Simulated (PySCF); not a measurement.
C2H12OSi3. Atoms are numbered in the order given.

```xyz
18

C     -1.0810    -1.7937    -0.0024
C     -0.9880    -0.3053    -0.3270
Si    -2.6811     0.5342    -0.5991
O     -0.3703     0.4327     0.7308
Si     1.2397     0.3358     1.1878
Si     2.6273     0.0466    -0.6987
H     -1.6494    -1.9558     0.9270
H     -0.0788    -2.2354     0.1330
H     -1.5795    -2.3436    -0.8165
H     -0.3975    -0.1823    -1.2593
H     -3.3978    -0.1270    -1.7318
H     -3.4999     0.4027     0.6393
H     -2.4780     1.9741    -0.9212
H      1.5540     1.6120     1.8864
H      1.4794    -0.7893     2.1447
H      2.3695    -1.2707    -1.3554
H      2.3929     1.1260    -1.7038
H      4.0589     0.0883    -0.2737
```

The structure is a stationary point at B3LYP-D3(BJ)/def2-SVP. The structure was generated by enumeration; whether it is a known compound was not checked. One conformer was computed; it need not be the lowest.

Level of theory: TDA-PBE/def2-SVPD in PySCF.

Vertical excitations. 

Problem. List the lowest excited states. (An estimate is asked for; the answer gives what the named calculation found.)

Solution. 
```tsv
state	energy (eV)	λ (nm)	f	main pairs
S1	5.54	224	0.001	HOMO−1→LUMO 68 %, HOMO→LUMO 30 %
S2	5.56	223	0.023	HOMO→LUMO 66 %, HOMO−1→LUMO 31 %
S3	6.08	204	0.004	HOMO→LUMO+1 97 %
S4	6.19	200	0.004	HOMO→LUMO+2 47 %, HOMO−1→LUMO+2 34 %, HOMO−1→LUMO+1 16 %
S5	6.21	200	0.005	HOMO−1→LUMO+1 82 %
S6	6.29	197	0.007	HOMO−1→LUMO+2 56 %, HOMO→LUMO+2 36 %
T1	5.07	244	0	HOMO→LUMO 97 %
T2	5.34	232	0	HOMO−1→LUMO 99 %
```
Triplets are in the Tamm–Dancoff approximation.
